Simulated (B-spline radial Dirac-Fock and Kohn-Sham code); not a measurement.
# What relativity does to the binding energies of Tm³⁶⁺

System: thulium as Tm³⁶⁺, configuration [Ar] 3d10 4s2 4p3.

Both columns are ΔSCF binding energies of the configuration average from an atomic code on a B-spline grid: non-relativistic Hartree-Fock with a point nucleus, and Dirac-Fock with a finite nucleus and the Coulomb interaction alone, averaged over the two j levels with weights 2j+1.

```tsv
shell	Hartree-Fock (eV)	Dirac-Fock (eV)	shift (eV)	shift (%)
1s	57074.0	61240.2	+4166.17	+7.30
2s	10616.6	11714.9	+1098.30	+10.35
3s	3530.8	3809.5	+278.74	+7.89
3d	2995.3	2986.4	-8.94	-0.30
4s	1655.1	1747.5	+92.42	+5.58
4p	1576.8	1614.7	+37.85	+2.40
```

Relativity binds 1s, 2s, 3s, 4s, 4p more strongly, among those listed most of all 2s in relative terms, and 3d more weakly, because the contracted s and p shells screen the nucleus better.

Values without a named source are computed, but for edge energies of neutral atoms, which are taken from tables.
